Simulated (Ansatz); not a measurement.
Total energies of Cl₃HSeTi (`[Cl][Ti]([Cl])([Cl])[SeH]`).

```xyz
6

Cl    1.1046   -1.9714   -0.2498
Ti   -0.3543   -0.3864    0.0221
Cl   -2.1548   -0.7106   -1.1279
Cl   -0.7566   -0.1295    2.1404
Se    0.5195    1.6524   -0.8682
H     1.6416    1.5455    0.0834
```

The species carries charge 0 and has multiplicity 1. Correlated methods include outer-core shells of Se, Ti, which these sets cover unevenly. Scalar relativity is left out up to krypton. Geometry: relaxed with PBE0-D4/def2-TZVP. It is one conformer, not always the lowest. Basis def2-TZVPP, the Gaussian-basis code of Ansatz.

RPA on PBE orbitals: Hartree–Fock energy of these orbitals -4627.47266 Eh, correlation -2.02016 Eh (frozen core).

```json
{"functional": "LDA (SPW92)", "kind": "LDA", "energy without D4 (Eh)": "-4622.62917", "D4 term (kJ/mol)": "–"}
{"functional": "revPBE", "kind": "GGA", "energy without D4 (Eh)": "-4631.97849", "D4 term (kJ/mol)": "-57.8"}
{"functional": "BLYP", "kind": "GGA", "energy without D4 (Eh)": "-4632.59002", "D4 term (kJ/mol)": "-56.0"}
{"functional": "r2SCAN", "kind": "meta-GGA", "energy without D4 (Eh)": "-4632.40512", "D4 term (kJ/mol)": "-6.1"}
{"functional": "B97M-V", "kind": "meta-GGA with VV10", "energy without D4 (Eh)": "-4631.51967", "D4 term (kJ/mol)": "–"}
{"functional": "B3LYP", "kind": "global hybrid, 20 %", "energy without D4 (Eh)": "-4632.61160", "D4 term (kJ/mol)": "-44.8"}
{"functional": "r2SCANh", "kind": "meta-GGA hybrid, 10 %", "energy without D4 (Eh)": "-4632.37718", "D4 term (kJ/mol)": "-6.9"}
{"functional": "r2SCAN0", "kind": "meta-GGA hybrid, 25 %", "energy without D4 (Eh)": "-4632.33837", "D4 term (kJ/mol)": "-7.8"}
{"functional": "HSE06 (plane-wave form)", "kind": "screened hybrid", "energy without D4 (Eh)": "-4631.54579", "D4 term (kJ/mol)": "-22.8"}
{"functional": "BHLYP", "kind": "global hybrid, 50 %", "energy without D4 (Eh)": "-4632.44759", "D4 term (kJ/mol)": "-42.9"}
{"functional": "CAM-B3LYP", "kind": "range-separated hybrid", "energy without D4 (Eh)": "-4632.69964", "D4 term (kJ/mol)": "-25.3"}
{"functional": "ωB97X-V", "kind": "range-separated hybrid GGA with VV10", "energy without D4 (Eh)": "-4631.95039", "D4 term (kJ/mol)": "–"}
{"functional": "B2PLYP", "kind": "double hybrid", "energy without D4 (Eh)": "-4631.59526", "D4 term (kJ/mol)": "–"}
{"functional": "PBE-QIDH", "kind": "double hybrid", "energy without D4 (Eh)": "-4630.89609", "D4 term (kJ/mol)": "–"}
```

(1) Give the same for PBE, PBE0, LC-ωPBE, ωB97M-V. (Best estimate.)

B3LYP takes the VWN-RPA correlation (the form of Gaussian; ORCA's B3LYP/G). HSE06 is the plane-wave form, built on full-range PBE exchange. The double hybrids freeze the cores in their second-order part.

Answers

(1) The calculation gave: 
```json
{"functional": "PBE", "kind": "GGA", "energy without D4 (Eh)": "-4631.39062", "D4 term (kJ/mol)": "-27.1"}
{"functional": "PBE0", "kind": "global hybrid, 25 % exact exchange", "energy without D4 (Eh)": "-4631.57349", "D4 term (kJ/mol)": "-23.8"}
{"functional": "LC-ωPBE", "kind": "long-range corrected hybrid", "energy without D4 (Eh)": "-4631.60300", "D4 term (kJ/mol)": "–"}
{"functional": "ωB97M-V", "kind": "range-separated hybrid meta-GGA with VV10", "energy without D4 (Eh)": "-4632.24307", "D4 term (kJ/mol)": "–"}
```

LC-ωPBE has ω = 0.4 bohr⁻¹.
